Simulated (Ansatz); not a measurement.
Gas-phase electronic energies from Ansatz, PBE0-D4/def2-TZVP geometries. CBS: MP2 limit from def2 TZ/QZ plus the TZ coupled-cluster correction, frozen cores. DFT in def2-TZVPP. HSE06 is defined as in plane-wave codes. For Ga outer-core shells are correlated without core-valence functions, which leaves a few kJ/mol of doubt a bond. Scalar relativity is left out up to krypton. One conformer a species, not always the lowest.

Consider the redistribution: `[NH2][Ga]([SH])[Cl]` + `C[SiH2]N(C)[SiH3]` → `[CH3][Ga]([NH2])[SH]` + `CN([SiH3])[SiH2]Cl`.

| level | ΔE (kcal/mol) |
| --- | --- |
| B97M-V | 5.2 |
| HSE06-D4 | 4.0 |
| BHLYP | 4.7 |
| MP2/def2-TZVPP | 2.9 |

Problem. What does CCSD(T)/CBS give? (An estimate is asked.)

Solution. Computed: +2.5 kcal/mol. The listed levels differ from it by 2.7, 1.5, 2.2, 0.4 kcal/mol.

Largest T1 diagnostic among the species: 0.012.

From PBE to PBE0 (25 % exact exchange), in def2-TZVPP and without D4, ΔE moves by +0.9 kcal/mol. At CCSD(T), def2-SVP lies +4.6 kcal/mol from the extrapolated value and def2-TZVPP +1.1 kcal/mol.
